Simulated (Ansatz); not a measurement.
Consider the silylene formation by 1,1-elimination: `CN[SiH](N)O` → CH₃NH₂ + `N[Si]O`.

Computed with Ansatz on PBE0-D4/def2-TZVP structures; ΔE is electronic, products minus reactants. CBS: MP2 limit from def2 TZ/QZ plus the TZ coupled-cluster correction, frozen cores. This one scheme is used for every species. Functionals use def2-TZVPP. One conformer a species, not always the lowest.

| level | ΔE (kJ/mol) |
| --- | --- |
| r2SCAN-D4 | 215.4 |
| SCS-MP2/def2-TZVPP | 207.5 |

What does CCSD(T)/CBS give? (Estimate.)

Computed: +206.0 kJ/mol. The listed levels differ from it by 9.4, 1.5 kJ/mol.

Largest T1 diagnostic among the species: 0.014.

From PBE to PBE0 (25 % exact exchange), in def2-TZVPP and without D4, ΔE moves by +20.0 kJ/mol. The D4 term adds +16.8 kJ/mol with B3LYP and +9.4 kJ/mol with PBE0; it sums over pairs of atoms, weighted by their polarisabilities, and B3LYP, whose exchange is more repulsive, gets the larger term.

B3LYP here is the variant with VWN-RPA as its local correlation; programs differ in this.
